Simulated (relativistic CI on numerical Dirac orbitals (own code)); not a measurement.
# From line strength to rate: Cu I 3247.54 Å (air)

Problem. For 3d10.4s 2S_1/2 – 3d10.4p 2P°_3/2 of Cu I a semi-empirical relativistic CI calculation gives the line strength S = 11.73 e²a₀² in the length gauge. The measured levels are 0.00 and 30783.69 cm⁻¹ (NIST Handbook). Find gf, f, A and the partial lifetime.

Working.
1. σ = 30783.69 − 0.00 = 30783.69 cm⁻¹, so the vacuum wavelength is 10⁸/σ = 3248.47 Å.
2. gf = 303.756 S/λ(Å) = 1.097, log gf = 0.040; with g = 2 for the lower level, f = 0.549.
3. A = 2.02613 × 10¹⁸ S/(g_u λ³) with g_u = 4: A = 1.73 × 10^8 s⁻¹.
4. The partial lifetime for this S is 1/A = 5.77 ns; in the calculation this line carries 83 % of the decay of the upper level.

Check. The Handbook lists A = 1.37 × 10^8 s⁻¹, a tabulated value with its own uncertainty (a few per cent for the best lines, 25 % or more for others); ours lies 27 % above it. The velocity form of the same calculation gives S = 11.9, and the gap between the two forms is a rough gauge of the error in S. With the computed energy (32896 cm⁻¹) in place of the measured one the rate would change by the factor (σ_calc/σ)³ = 1.22.
